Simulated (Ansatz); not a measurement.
Z-matrix (Å, degrees):
```
Si
O 1 1.629
N 1 1.723 2 110.8
H 1 1.489 2 112.4 3 116.4
H 1 1.486 2 105.6 3 -123.7
Ge 2 1.791 1 128.1 3 -34.0
H 3 1.007 1 118.8 2 141.2
H 3 1.008 1 120.9 2 -75.9
N 6 1.823 2 113.4 1 -35.5
H 6 1.534 2 107.0 1 84.0
H 6 1.532 2 105.0 1 -154.2
H 9 1.010 6 115.4 2 -67.2
H 9 1.011 6 113.7 2 60.5
```

The species carries charge 0 and has multiplicity 1.

Problem. List the PBE0/def2-TZVPP orbital energies in eV (the Gaussian-basis code of Ansatz). (An estimate is asked.)

Solution. Computed: Occupied: -10860.27, -1802.77, -1358.45, -1208.27, -1208.26, -1208.26, -522.11, -390.89, -390.86, -171.26, -144.96, -121.08, -121.04, -121.03, -99.65, -99.63, -99.61, -34.05, -33.95, -33.88, -33.82, -33.82, -26.89, -23.79, -23.51, -15.90, -14.36, -13.86, -13.54, -12.11, -11.21, -10.86, -10.16, -9.93, -9.03, -8.36, -7.85, -7.42. Lowest empty: 0.47, 0.86, 1.11, 1.58, 1.90, 2.51, 2.66, 2.78.
